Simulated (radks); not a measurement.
All-electron atom: the iodine ion I2+ in [Kr] 4d10 5s2 5p3 (the NIST ground configuration). All-electron calculation, Dirac Kohn-Sham, OLYP, spin-unpolarised, spherical densities, point nucleus; open shells are shared between the two j in proportion to 2j + 1. Program: a radial shooting solver on a logarithmic mesh with Libxc functionals.

Unscreened Slater integrals over Kohn-Sham orbitals (hartree). Large and small components are both included. Empty in this configuration: 6s1/2.

F0(5p3/2,5p3/2): 0.40376
F2(5p3/2,5p3/2): 0.21853
F0(5p3/2,5p1/2): 0.41110
G2(5p3/2,5p1/2): 0.22157
F0(5p3/2,5s1/2): 0.43620
G1(5p3/2,5s1/2): 0.28724
F0(5p3/2,4d5/2): 0.50498
F2(5p3/2,4d5/2): 0.13998
G1(5p3/2,4d5/2): 0.043036
G3(5p3/2,4d5/2): 0.040229
F0(5p3/2,6s1/2): 0.24499
G1(5p3/2,6s1/2): 0.025133
F0(5p1/2,5p1/2): 0.41900
F0(5p1/2,5s1/2): 0.44612
G1(5p1/2,5s1/2): 0.30229
F0(5p1/2,4d5/2): 0.52189
G3(5p1/2,4d5/2): 0.045240
F0(5p1/2,6s1/2): 0.24633
G1(5p1/2,6s1/2): 0.022681
F0(5s1/2,5s1/2): 0.48081
F0(5s1/2,4d5/2): 0.58656
G2(5s1/2,4d5/2): 0.073050
F0(5s1/2,6s1/2): 0.25091
G0(5s1/2,6s1/2): 0.013332
F0(4d5/2,4d5/2): 0.98095
F2(4d5/2,4d5/2): 0.49685
F4(4d5/2,4d5/2): 0.32980
F0(4d5/2,6s1/2): 0.26657
G2(4d5/2,6s1/2): 0.0096081
F0(6s1/2,6s1/2): 0.20302
